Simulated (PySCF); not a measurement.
Al(CF3)(H)(OH) (CH2AlF3O), SMILES [OH][AlH][C](F)(F)F.

Geometry: TPSSh-D3(BJ)/def2-SVP. The structure was generated by enumeration; whether it is a known compound was not checked. One conformer was computed; it need not be the lowest.

Method: TPSSh-D3(BJ)/def2-SVP run with PySCF 2.14.0.

Frequencies are harmonic and unscaled.

A small imaginary wavenumber (i) marks a very flat motion, where grid noise or a shallow saddle decides the sign.

```csv
mode,ν (cm⁻¹),IR (km/mol),moving atoms (share of kinetic energy)
1,19i,0.4,"O 37 %, F 25 %, Al 22 %, H 17 %"
2,116,0.8,"F 48 %, O 37 %"
3,143,0.1,"F 71 %, H 12 %, C 10 %"
4,240,1.8,"F 48 %, O 24 %, Al 17 %"
5,372,56.4,H 86 %
6,376,31.3,"Al 56 %, F 31 %, H 12 %"
7,471,180.6,"H 53 %, F 28 %, Al 13 %"
8,480,162.8,"H 65 %, F 24 %, O 8 %"
9,512,52.4,"F 68 %, H 18 %"
10,516,47.6,"F 65 %, H 20 %"
11,670,153.1,"H 81 %, O 10 %"
12,715,2.2,"F 82 %, C 10 %"
13,887,135.0,"O 48 %, Al 40 %, H 10 %"
14,1082,218.1,"C 70 %, F 30 %"
15,1088,219.1,"C 71 %, F 29 %"
16,1211,121.7,"C 76 %, F 21 %"
17,2003,163.2,H 96 %
18,3901,113.3,H 94 %
```
